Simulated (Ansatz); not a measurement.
Ideal-gas functions of CH$_{3}$NO$_{2}$Si (`O=C=N[SiH2]O`) at 500 K and 1 bar, from an Ansatz frequency run at PBE0-D4/def2-TZVP.

Molar mass 89.13 g/mol, point group C1 (symmetry number 1), electronic degeneracy 1, moments of inertia 32.584, 273.768, 297.033 u Å². Harmonic wavenumbers (cm⁻¹, unscaled): 30, 58, 222, 320, 599, 636, 642, 654, 761, 845, 910, 940, 973, 1518, 2253, 2279, 2420, 3926.

Use S(trans) = R[1.5 ln M + 2.5 ln T − 1.1517]; rotational temperatures θ = 24.2544 K / I; S(rot) = R[ln(√π/σ · √(T³/θAθBθC)) + 1.5]; for each mode x = 1.438777 ν̃/T, S = R[x/(eˣ − 1) − ln(1 − e⁻ˣ)] and H = RT x/(eˣ − 1); 1 cm⁻¹ = 0.0119627 kJ/mol; R = 8.31446 J/(mol·K).

By hand: the entropy, in J/(mol·K).

Translation 175.6. Rotation: θ = 0.7444, 0.0886, 0.0817 K, giving 116.5. Vibration, mode by mode: 28.68, 23.21, 12.18, 9.29, 4.75, 4.36, 4.30, 4.18, 3.28, 2.71, 2.34, 2.19, 2.03, 0.57, 0.10, 0.09, 0.06, 0.00, in all 104.3. Electronic 0.0. Sum 396.4 J/(mol·K).

By hand: H − E and G − E in kJ/mol, counted from the electronic energy.

Zero-point energy ½ × 19986 × 0.0119627 = 119.5; thermal vibration 24.0; translation, rotation and pV give 4 RT = 16.6. H − E = 160.1 kJ/mol, and G − E = 160.1 − 500 × 396.4/1000 = -38.1 kJ/mol.

Vibration gives 26 % of the entropy, 51.9 J/(mol·K) of it from the modes under 150 cm⁻¹: soft modes count most, and the harmonic formula is weakest for them. The sum counts one conformer and one mirror image; others add a mixing term.
